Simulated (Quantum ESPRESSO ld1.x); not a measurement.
Values are calculated unless marked as measured or tabulated.
Problem. The aim is neutral boron in [He] 2s2 2p1. This ld1.x (Quantum ESPRESSO 7.5) run was made with `OMP_NUM_THREADS=1 ld1.x < ld1.in > ld1.out`. Can the result be used? Name any fault.

```
 &input
    zed=5.0,
    iswitch=1,
    rel=2,
    dft='PZ',
    config='[He] 2s2 2p1 1s1',
    verbosity='high',
    lsmall=.true.,
    prefix='ld1',
    max_out_wfc=37,
    file_charge='ld1.rho',
 /
```

Output (excerpt):

```
     Program LD1 v.7.5 starts

 %%%%%%%%%%%%%%%%%%%%%%%%%%%%%%%%%%%%%%%%%%%%%%%%%%%%%%%%%%%%%%%%%%%%%%%%%%%%%%
     Error in routine el_config (1):
     occupation wrong
 %%%%%%%%%%%%%%%%%%%%%%%%%%%%%%%%%%%%%%%%%%%%%%%%%%%%%%%%%%%%%%%%%%%%%%%%%%%%%%

     stopping ...
```

Solution. No (refused). The line at issue: config='[He] 2s2 2p1 1s1'. The program stops in el_config with "occupation wrong": the bracketed core already holds 1s. The sound input gives -24.351 hartree.
